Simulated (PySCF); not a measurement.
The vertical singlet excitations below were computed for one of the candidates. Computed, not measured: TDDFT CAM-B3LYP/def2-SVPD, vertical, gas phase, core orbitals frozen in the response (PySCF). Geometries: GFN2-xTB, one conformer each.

```json
{"state": "S1", "E (eV)": "6.06", "λ (nm)": "204.7", "f": "0.0042"}
{"state": "S2", "E (eV)": "6.30", "λ (nm)": "196.7", "f": "0.012"}
{"state": "S3", "E (eV)": "6.32", "λ (nm)": "196.1", "f": "0.0051"}
{"state": "S4", "E (eV)": "6.78", "λ (nm)": "182.8", "f": "0.193"}
{"state": "S5", "E (eV)": "6.98", "λ (nm)": "177.6", "f": "0.018"}
{"state": "S6", "E (eV)": "7.10", "λ (nm)": "174.5", "f": "0.0055"}
{"state": "S7", "E (eV)": "7.41", "λ (nm)": "167.3", "f": "0.017"}
{"state": "S8", "E (eV)": "7.50", "λ (nm)": "165.4", "f": "0.040"}
```

Orbital energies (eV): HOMO-3 -10.18, HOMO-2 -9.59, HOMO-1 -9.43, HOMO -9.13, LUMO 0.48, LUMO+1 0.87, LUMO+2 0.97.

Task: Which candidate is it? All have the formula C4H12Si3.
A. `C=C[SiH2]/C([SiH3])=C\[SiH3]`
B. `[SiH3]/C=C\[SiH2][SiH]1CC1`
C. `C#C[SiH2][SiH2][SiH2]CC`
D. `[SiH3]C#C[SiH2]CC[SiH3]`

Result: C. Its S1, at 6.06 eV, is the highest among the candidates; the nearest of the others has S1 at 5.66 eV. S1 is HOMO→LUMO+2 (20%), HOMO-2→LUMO+1 (18%), HOMO→LUMO (14%). Löwdin shares by element: HOMO carbon 37% or more, silicon 36% or more (atoms not listed hold the other 28%); LUMO silicon 58%, hydrogen 10% or more (atoms not listed hold the other 32%). At the same level the other candidates give, for their lowest levels:
- `C=C[SiH2]/C([SiH3])=C\[SiH3]`: 4.86 eV (f 0.008); 6.13 eV (f 0.399); 6.59 eV (f 0.037); 6.70 eV (f 0.027); 6.82 eV (f 0.116); T1 3.86 eV; HOMO -8.80, LUMO -0.22 eV
- `[SiH3]C#C[SiH2]CC[SiH3]`: 5.66 eV (f 0.000); 5.90 eV (f 0.005); 5.91 eV (f 0.001); 7.12 eV (f 0.162); 7.46 eV (f 0.014); T1 4.72 eV; HOMO -9.11, LUMO 0.53 eV
- `[SiH3]/C=C\[SiH2][SiH]1CC1`: 5.24 eV (f 0.000); 5.72 eV (f 0.052); 5.93 eV (f 0.139); 6.12 eV (f 0.104); 6.22 eV (f 0.204); T1 3.94 eV; HOMO -8.03, LUMO -0.13 eV

Conformer computed: `[CH:1]#[C:2][SiH2:3][SiH2:4][SiH2:5][CH2:6][CH3:7]`: C2–Si3–Si4–Si5 -58°, Si3–Si4–Si5–C6 60°, Si4–Si5–C6–C7 -175°.
Triplets come from the Tamm–Dancoff approximation.
